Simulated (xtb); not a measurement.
xtb job for I6La2, SMILES [I][La]12([I])[I][La]1([I])([I])[I]2 (connectivity only; charge and spin as stated), neutral, multiplicity 1, GFN2-xTB. 

```
$ xtb mol.xyz --gfn 2 --sp --chrg 0 --uhf 0 --json
$ cat mol.xyz
8

La     0.00000000     0.00000001     2.39731985
La    -0.00000000    -0.00000001    -2.39731985
I     -2.07659374    -0.00000001    -0.00000000
I      2.07659374     0.00000001     0.00000000
I     -0.00000000     3.02118205     2.68105917
I     -0.00000000    -3.02118205     2.68105917
I      0.00000000     3.02118205    -2.68105917
I      0.00000000    -3.02118205    -2.68105917
```

It prints:

```
[banner left out]
          |                Calculation Setup                |
           -------------------------------------------------



molecular fragmentation (1/2 indicates fragments):
11111212
# atoms in fragment 1/2:     6     2
 fragment masses (1/2) :      785.43      253.81
CMA distance (Bohr)    :   7.554
constraining FC (au)   :  0.0500

           -------------------------------------------------
          |                 G F N 2 - x T B                 |
           -------------------------------------------------

        Reference                      10.1021/acs.jctc.8b01176
      * Hamiltonian:
        H0-scaling (s, p, d)           1.850000    2.230000    2.230000
        zeta-weighting                 0.500000
      * Dispersion:
        s8                             2.700000
        a1                             0.520000
        a2                             5.000000
        s9                             5.000000
      * Repulsion:
        kExp                           1.500000    1.000000
        rExp                           1.000000
      * Coulomb:
        alpha                          2.000000
        third order                    shell-resolved
        anisotropic                    true
        a3                             3.000000
        a5                             4.000000
        cn-shift                       1.200000
        cn-exp                         4.000000
        max-rad                        5.000000


          ...................................................
          :                      SETUP                      :
          :.................................................:
          :  # basis functions                  80          :
          :  # atomic orbitals                  72          :
          :  # shells                           24          :
          :  # electrons                        48          :
          :  max. iterations                   250          :
          :  Hamiltonian                  GFN2-xTB          :
          :  restarted?                      false          :
          :  GBSA solvation                  false          :
          :  PC potential                    false          :
          :  electronic temp.          300.0000000     K    :
          :  accuracy                    1.0000000          :
          :  -> integral cutoff          0.2500000E+02      :
          :  -> integral neglect         0.1000000E-07      :
          :  -> SCF convergence          0.1000000E-05 Eh   :
          :  -> wf. convergence          0.1000000E-03 e    :
          :  Broyden damping             0.4000000          :
          :  net charge                          0          :
          :  unpaired electrons                  0          :
          ...................................................

 iter      E             dE          RMSdq      gap      omega  full diag
   1     11.8619164  0.118619E+02  0.637E+01    0.07       0.0  T
   2    -19.6295802 -0.314915E+02  0.500E+01    2.08       1.0  T
   3    -22.3789698 -0.274939E+01  0.248E+01    5.60       1.0  T
   4    -24.4269027 -0.204793E+01  0.203E+01    3.69       1.0  T
   5    -24.4105017  0.164010E-01  0.193E+01    4.04       1.0  T
   6    -24.7712385 -0.360737E+00  0.168E+01    3.91       1.0  T
   7    -25.0610324 -0.289794E+00  0.136E+01    3.60       1.0  T
   8     -0.0776216  0.249834E+02  0.619E+01    0.00       1.0  T
   9     -4.5548533 -0.447723E+01  0.585E+01    0.00       1.0  T
  10    -10.3202262 -0.576537E+01  0.523E+01    0.05       1.0  T
  11     -9.9293190  0.390907E+00  0.528E+01    0.04       1.0  T
  12     -9.2387950  0.690524E+00  0.538E+01    0.04       1.0  T
  13     -8.4535676  0.785227E+00  0.559E+01    0.03       1.0  T
  14     -9.8644665 -0.141090E+01  0.553E+01    0.05       1.0  T
  15     -6.5550475  0.330942E+01  0.593E+01    0.01       1.0  T
  16    -18.3299041 -0.117749E+02  0.434E+01    0.06       1.0  T
  17    -18.5575091 -0.227605E+00  0.430E+01    0.08       1.0  T
  18    -25.8203418 -0.726283E+01  0.336E+00    0.44       1.0  T
  19    -25.8225507 -0.220891E-02  0.549E+00    0.54       1.0  T
  20    -25.7397109  0.828399E-01  0.134E+01    1.67       1.0  T
  21    -25.7022796  0.374313E-01  0.168E+01    1.77       1.0  T
  22    -25.7022611  0.184461E-04  0.170E+01    1.76       1.0  T
  23    -25.7463287 -0.440676E-01  0.161E+01    1.49       1.0  T
  24    -25.7513585 -0.502976E-02  0.144E+01    1.42       1.0  T
  25    -25.7549423 -0.358380E-02  0.102E+01    1.40       1.0  T
  26    -25.7625923 -0.765001E-02  0.786E+00    1.41       1.0  T
  27    -25.7568166  0.577568E-02  0.681E+00    1.48       1.0  T
  28    -25.7573226 -0.506007E-03  0.549E+00    1.53       1.0  T
  29    -25.7639938 -0.667120E-02  0.485E+00    1.56       1.0  T
  30    -25.7697484 -0.575458E-02  0.471E+00    1.57       1.0  T
  31    -25.7755563 -0.580787E-02  0.472E+00    1.56       1.0  T
[...]
        18        2.0000           -0.4492844             -12.2257
        19        2.0000           -0.4482760             -12.1982
        20        2.0000           -0.4474262             -12.1751
        21        2.0000           -0.4426133             -12.0441
        22        2.0000           -0.4423657             -12.0374
        23        2.0000           -0.4420822             -12.0297
        24        2.0000           -0.4417988             -12.0220 (HOMO)
        25                         -0.4088513             -11.1254 (LUMO)
        26                         -0.4083819             -11.1126
        27                         -0.4083090             -11.1107
        28                         -0.4082552             -11.1092
        29                         -0.4056769             -11.0390
       ...                                ...                  ...
        72                          2.6970797              73.3913
      -------------------------------------------------------------
                  HL-Gap            0.0329474 Eh            0.8965 eV
             Fermi-level           -0.4253343 Eh          -11.5739 eV

 SCC (total)                   0 d,  0 h,  0 min,  0.110 sec
 SCC setup                      ...        0 min,  0.000 sec (  0.192%)
 Dispersion                     ...        0 min,  0.000 sec (  0.097%)
 classical contributions        ...        0 min,  0.000 sec (  0.037%)
 integral evaluation            ...        0 min,  0.009 sec (  7.853%)
 iterations                     ...        0 min,  0.089 sec ( 81.290%)
 molecular gradient             ...        0 min,  0.011 sec ( 10.221%)
 printout                       ...        0 min,  0.000 sec (  0.276%)

         :::::::::::::::::::::::::::::::::::::::::::::::::::::
         ::                     SUMMARY                     ::
         :::::::::::::::::::::::::::::::::::::::::::::::::::::
         :: total energy             -25.804966997455 Eh    ::
         :: gradient norm              0.000091641794 Eh/a0 ::
         :: HOMO-LUMO gap              0.896545399584 eV    ::
         ::.................................................::
         :: SCC energy               -25.826726962622 Eh    ::
         :: -> isotropic ES            0.018348690720 Eh    ::
         :: -> anisotropic ES          0.025392708654 Eh    ::
         :: -> anisotropic XC         -0.094492091338 Eh    ::
         :: -> dispersion             -0.020163548174 Eh    ::
         :: repulsion energy           0.021759965166 Eh    ::
         :: add. restraining           0.000000000000 Eh    ::
         :: total charge              -0.000000000002 e     ::
         :::::::::::::::::::::::::::::::::::::::::::::::::::::

           -------------------------------------------------
          |                Property Printout                |
           -------------------------------------------------

    * Orbital Energies and Occupations

         #    Occupation            Energy/Eh            Energy/eV
      -------------------------------------------------------------
         1        2.0000           -0.8232532             -22.4019
       ...           ...                  ...                  ...
        12        2.0000           -0.4787076             -13.0263
        13        2.0000           -0.4656247             -12.6703
        14        2.0000           -0.4645744             -12.6417
        15        2.0000           -0.4633094             -12.6073
        16        2.0000           -0.4545727             -12.3696
        17        2.0000           -0.4514744             -12.2852
        18        2.0000           -0.4492844             -12.2257
        19        2.0000           -0.4482760             -12.1982
        20        2.0000           -0.4474262             -12.1751
        21        2.0000           -0.4426133             -12.0441
        22        2.0000           -0.4423657             -12.0374
        23        2.0000           -0.4420822             -12.0297
        24        2.0000           -0.4417988             -12.0220 (HOMO)
        25                         -0.4088513             -11.1254 (LUMO)
Note: The following floating-point exceptions are signalling: IEEE_DENORMAL
normal termination of xtb
        26                         -0.4083819             -11.1126
        27                         -0.4083090             -11.1107
        28                         -0.4082552             -11.1092
        29                         -0.4056769             -11.0390
        30                         -0.4055188             -11.0347
        31                         -0.3946809             -10.7398
        32                         -0.3945189             -10.7354
        33                         -0.3941493             -10.7253
        34                         -0.3936879             -10.7128
        35                         -0.2456750              -6.6852
       ...                                ...                  ...
        72                          2.6970797              73.3913
      -------------------------------------------------------------
                  HL-Gap            0.0329474 Eh            0.8965 eV
             Fermi-level           -0.4253343 Eh          -11.5739 eV

     #   Z          covCN         q      C6AA      α(0)
     1  57 La       3.149     0.583   538.336    51.043
     2  57 La       3.149     0.583   538.336    51.043
     3  53 I        1.536    -0.257   391.366    34.150
     4  53 I        1.536    -0.257   391.366    34.150
     5  53 I        0.765    -0.163   383.451    33.806
     6  53 I        0.765    -0.163   383.451    33.806
     7  53 I        0.765    -0.163   383.451    33.806
     8  53 I        0.765    -0.163   383.451    33.806

 Mol. C6AA /au·bohr⁶  :      26748.881284
 Mol. C8AA /au·bohr⁸  :    3502050.938575
 Mol. α(0) /au        :        305.609837


Wiberg/Mayer (AO) data.
largest (>0.10) Wiberg bond orders for each atom

 ---------------------------------------------------------------------------
     #   Z sym  total        # sym  WBO       # sym  WBO       # sym  WBO
 ---------------------------------------------------------------------------
     1  57 La   2.951 --     5 I    0.980     6 I    0.980     3 I    0.488
                             4 I    0.488
     2  57 La   2.951 --     8 I    0.980     7 I    0.980     4 I    0.488
                             3 I    0.488
     3  53 I    1.225 --     2 La   0.488     1 La   0.488
     4  53 I    1.225 --     2 La   0.488     1 La   0.488
     5  53 I    1.091 --     1 La   0.980
     6  53 I    1.091 --     1 La   0.980
     7  53 I    1.091 --     2 La   0.980
     8  53 I    1.091 --     2 La   0.980
 ---------------------------------------------------------------------------

Topologies differ in total number of bonds
Writing topology from bond orders to xtbtopo.mol

molecular dipole:
                 x           y           z       tot (Debye)
 q only:        0.000      -0.000      -0.000
   full:       -0.000       0.000      -0.000       0.000
molecular quadrupole (traceless):
                xx          xy          yy          xz          yz          zz
 q only:       -0.906      -0.000     -20.882       0.000       0.000      21.788
  q+dip:       12.837       0.000     -66.192       0.000      -0.000      53.354
   full:       16.699      -0.000     -81.005      -0.000      -0.000      64.306


           -------------------------------------------------
          | TOTAL ENERGY              -25.804966997455 Eh   |
          | GRADIENT NORM               0.000091641794 Eh/α |
          | HOMO-LUMO GAP               0.896545399584 eV   |
           -------------------------------------------------

------------------------------------------------------------------------
------------------------------------------------------------------------
 total:
 SCF:
```

Self-consistency was reached.

Cost: very roughly 0.17 core-seconds.
